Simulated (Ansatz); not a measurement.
The lowest doublet and quartet of CF (SMILES [C]F); geometries from B3LYP-D3(BJ)/def2-TZVP, each state relaxed from the structure named, with no frequency check.
Doublet at the quartet's geometry (charge 0, multiplicity 2):
```xyz
2

C      0.0000     0.0000    -0.7965
F      0.0000     0.0000     0.5310
```

A positive gap puts the quartet lower; no zero-point energy. U- takes an unrestricted doublet. The quartet is unrestricted in single-reference levels. Active spaces average the two states.

Cores are frozen in the correlated methods.

Codes used: Ansatz (a program for electronic structure) with Gaussian orbitals. Values without a source in brackets are computed.

**Question.** What is the computed gap E(doublet) − E(quartet), vertical, at the quartet's geometry (U-SCS-MP2/cc-pVTZ)?

**Answer.** -3.52 eV

**Question.** Give the gap E(doublet) − E(quartet), vertical, at the quartet's geometry at the level FIC-MRCISD+Q on SA-CASSCF(3,4)/cc-pVQZ.

**Answer.** -3.44 eV

**Question.** Predict the gap E(doublet) − E(quartet), vertical, at the quartet's geometry from U-MP2/cc-pVQZ.

**Answer.** -3.25 eV
